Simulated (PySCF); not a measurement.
Species: CH7ClSi2.
Geometry (PBE0-D3(BJ)/def2-SVP, Å), atoms numbered from 1 in this order:
```xyz
11
CH7ClSi2 angstrom
Si     0.5897   -0.6208    0.2512
Si    -1.5594    0.0420    0.9299
C     -2.8693   -0.8826   -0.0860
Cl    -4.5136   -0.3843    0.4193
H      1.6309    0.1005    1.0458
H      0.7922   -0.3135   -1.1992
H      0.7650   -2.0934    0.4514
H     -1.7338    1.5102    0.7181
H     -1.7606   -0.2733    2.3759
H     -2.7893   -1.9708    0.0524
H     -2.7675   -0.6691   -1.1602
```

Computed at PBE0/pcSseg-1 (PySCF, non-relativistic), with Q(35Cl) = −0.0817 b: Cl4, 35Cl (I = 3/2): χzz = -79.56 MHz, η = 0.019.

(1) Find the zero-field quadrupole resonance frequencies of 35Cl at Cl4.

(2) Apply the simplest Townes–Dailey estimate (no s hybridisation, no π bonding), ionic character = 1 − χzz/χ0, where χ0 is the coupling for one missing p electron along the bond: −109.74 MHz for 35Cl.

## Answers

(1) From ν = (|χ|/2)√(1 + η²/3): ν = 39.78 MHz (alkyl chlorine). For 37Cl the ratio of quadrupole moments, 0.7881, gives 31.35 MHz.

(2) Cl4 on C3: 1 − (-79.56)/(-109.74) ≈ 0.27. In this model a purely covalent bond gives χ0 and a free halide ion gives zero; s hybridisation or π bonding, where present, is counted here as ionic character.

In a crystal, neighbours and librations shift these lines. The structure is a single PBE0-D3(BJ)/def2-SVP conformer in the gas phase; no vibrational or solvent corrections. The basis is small and wasn't made for field gradients, so the couplings can be 20 % off.
